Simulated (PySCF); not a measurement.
Compound: CdMe(SMe), C2H6CdS (singlet state).
Bonds: Cd1–C2, Cd1–S6, S6–C7. Hydrogens: H3, H4, H5 on C2; H8, H9, H10 on C7.

Method: PBE0-D3(BJ)/def2-SVP geometry optimisation, gas phase, def2 core potentials past Kr (PySCF 2.14.0); density fitting, grid level 1; the optimiser is geomeTRIC in internal coordinates, started from a GFN2-xTB structure with every atom displaced at random (about 0.03 Å).

Step 2: E = -17560.1802 eV
```
atom  x, y, z in Å  |  force x, y, z in eV/Å
Cd1     0.6109   -1.1797    0.3436   -0.299   0.423  -0.079
C2      0.1902   -0.4534    2.2870    0.320  -0.810   0.151
H3     -0.8848   -0.2695    2.3245   -0.291   0.044   0.072
H4      0.7232    0.4873    2.3967    0.209   0.407   0.114
H5      0.4796   -1.1348    3.1067   -0.080   0.140  -0.141
S6      0.4931   -1.0599   -2.0200    0.100  -0.131  -0.019
C7     -0.2529    0.6161   -2.0695   -0.134   0.150  -0.296
H8     -1.2370    0.6711   -1.5646    0.225  -0.043  -0.121
H9     -0.4085    0.8507   -3.1438    0.014  -0.061   0.352
H10     0.4109    1.3952   -1.6562   -0.065  -0.119  -0.032
```

Step 3: E = -17560.3258 eV
```
atom  x, y, z in Å  |  force x, y, z in eV/Å
Cd1     0.4727   -0.9564    0.3940   -0.068   0.104   0.023
C2      0.2211   -0.5092    2.4384    0.052  -0.256   0.060
H3     -0.8517   -0.3384    2.5917   -0.118   0.016   0.097
H4      0.7529    0.4243    2.6524    0.097   0.120   0.087
H5      0.5590   -1.2866    3.1450   -0.008   0.069  -0.183
S6      0.4774   -1.0195   -1.9639   -0.024   0.085   0.027
C7     -0.2627    0.6420   -2.2381   -0.042   0.052  -0.406
H8     -1.2753    0.7429   -1.8052    0.202  -0.043  -0.085
H9     -0.3477    0.7633   -3.3393   -0.022  -0.033   0.377
H10     0.3789    1.4608   -1.8705   -0.070  -0.114   0.004
```

Step 4: E = -17560.3607 eV
```
atom  x, y, z in Å  |  force x, y, z in eV/Å
Cd1     0.3302   -0.7232    0.4695    0.107  -0.130   0.244
C2      0.2433   -0.5557    2.5868   -0.193  -0.054   0.286
H3     -0.8170   -0.4061    2.8822    0.284  -0.138  -0.059
H4      0.7928    0.3445    2.9194    0.019  -0.191  -0.071
H5      0.6413   -1.4461    3.1344   -0.188   0.455  -0.414
S6      0.4551   -0.9537   -1.8770   -0.243   0.510  -0.062
C7     -0.2708    0.6678   -2.4161    0.072  -0.224  -0.333
H8     -1.3102    0.8096   -2.0702    0.174  -0.088  -0.047
H9     -0.2792    0.6581   -3.5294   -0.002  -0.027   0.461
H10     0.3390    1.5279   -2.0950   -0.030  -0.113  -0.006
```

Q: Estimate the geometry and energy of step 5. (The exact step hangs on the optimiser's Hessian estimate; all steps are aligned on step 4, rigid shifts and turns removed.)

A: E = -17560.3891 eV, largest force 0.211 eV/Å
```
atom  x, y, z in Å  |  force x, y, z in eV/Å
Cd1     0.3331   -0.7235    0.4827    0.061  -0.078  -0.056
C2      0.2347   -0.5464    2.5766   -0.108   0.080   0.163
H3     -0.8168   -0.4098    2.8796    0.070  -0.040   0.002
H4      0.7995    0.3391    2.9093    0.011  -0.058  -0.017
H5      0.6343   -1.4345    3.0944   -0.021   0.065  -0.113
S6      0.4496   -0.9380   -1.8662   -0.082   0.181   0.013
C7     -0.2684    0.6655   -2.4095    0.066  -0.147  -0.068
H8     -1.3033    0.7992   -2.0635    0.010  -0.002  -0.007
H9     -0.2784    0.6494   -3.5111    0.003  -0.002   0.087
H10     0.3404    1.5222   -2.0879   -0.008   0.001  -0.004
```

The energy changes by -0.0284 eV. The first-order estimate −F·Δx gives -0.0457 eV and the mean of the old and new forces, exact on a quadratic surface, -0.0282 eV. The step makes an angle of 52° with the force vector and moves no atom by more than 0.042 Å.

What follows is the cost of the whole optimisation. On Intel Xeon 6975P-C, one thread, shared host, this took 36 s and 0.44 GiB of memory at its peak.
